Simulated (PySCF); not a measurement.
BiF2: one run

BiF2 (doublet). PySCF 2.14.0, UKS PBE0, Bi def2-SVP with ECP60, F def2-SVP; non-relativistic Hamiltonian with scalar-relativistic core potentials where named; density fitting; no spin-orbit coupling. Purpose: one electron added, vertical, doublet.

```python
mol = gto.M(atom='''
Bi    -0.00000     0.00000    -0.47557
F      1.46017    -0.00000     0.85394
F     -1.46017     0.00000     0.85394''',
    basis={'Bi': 'def2-SVP', 'F': 'def2-SVP'},
    ecp={'Bi': 'def2-SVP'},
    charge=0, spin=1)
mf = dft.UKS(mol, xc='PBE0')
mf.grids.atom_grid = (50, 194)
mf = mf.density_fit()  # fitting sets: Bi def2-universal-JKFIT, F def2-universal-JKFIT
mf.conv_tol = 1e-08; mf.max_cycle = 55
mf.kernel(dm0)  # dm0: converged density of the relaxed state
```

Run from Python with OMP_NUM_THREADS=2; the lines above give its settings. Where DIIS fails, smearing, a level shift and second-order steps follow.
It took 0.5 s on 2 threads of Arm Neoverse V2, on a shared host, from an already converged density.

(1) Where do the frontier levels lie, over both spins?

(2) What does the SCF print?

(3) What are the Mulliken charges and spins?

(4) How does its energy compare with the relaxed singlet of charge +1 in vacuum?

Open shells may have lower solutions than the one found.

Answers

(1) HOMO -5.85 eV, LUMO -2.81 eV. 

(2) 
```
init E= -413.686208617802
cycle= 1 E= -413.967947914833  delta_E= -0.282  |g|= 0.151  |ddm|= 0.951
cycle= 2 E= -413.980626588493  delta_E= -0.0127  |g|= 0.0913  |ddm|= 0.617
cycle= 3 E= -413.984091909731  delta_E= -0.00347  |g|= 0.0343  |ddm|= 0.172
cycle= 4 E= -413.984390087477  delta_E= -0.000298  |g|= 0.0165  |ddm|= 0.032
...
cycle= 8 E= -413.984501482586  delta_E= -3.25e-08  |g|= 2.51e-05  |ddm|= 0.000438
cycle= 9 E= -413.984501483404  delta_E= -8.18e-10  |g|= 7.47e-06  |ddm|= 6.25e-05
Extra cycle  E= -413.984501483449  delta_E= -4.45e-11  |g|= 8.11e-06  |ddm|= 1.87e-05
converged SCF energy = -413.984501483449  <S^2> = 0.75215827  2S+1 = 2.0021571
```

(3) 
| atom | charge (e) | spin (e) |
| --- | --- | --- |
| Bi1 | 0.930 | 0.930 |
| F2 | -0.465 | 0.035 |
| F3 | -0.465 | 0.035 |

(4) It lies 8.339 eV lower.
